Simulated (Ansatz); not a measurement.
Mulliken charges of CH5FN2Si, SMILES `N=C[SiH](N)F` from PBE/def2-TZVPP in Ansatz (PBE0-D4/def2-TZVP geometry).

```
atom   x (Å)   y (Å)   z (Å)  charge (e)
  N1   0.172   1.748   1.499      -0.206
  C2   0.462   0.561   1.153      -0.132
 Si3  -0.498  -0.454  -0.107       0.531
  N4   0.545  -0.943  -1.347      -0.383
  F5  -1.679   0.537  -0.563      -0.284
  H6  -0.665   2.074   1.007       0.163
  H7   1.347   0.122   1.630       0.086
  H8  -1.155  -1.662   0.439      -0.094
  H9   1.232  -0.326  -1.748       0.159
 H10   0.323  -1.709  -1.961       0.159
```

Question: By hand: the dipole of these point charges (1 e Å = 4.8032 D).

Answer: Σ q r = (0.271, -0.285, -0.169) e Å, of length 0.428 e Å = 2.06 D.

Question: How does the dipole of the full density compare? (Best estimate.)

Answer: The calculation gave: (0.171, -0.412, -0.428) e Å, 2.97 D; the point charges give 0.69 times that, at 27° from its direction.

Point charges leave out the atoms' own dipoles, such as those of lone pairs, and Mulliken's split depends on the basis, so the two needn't agree.
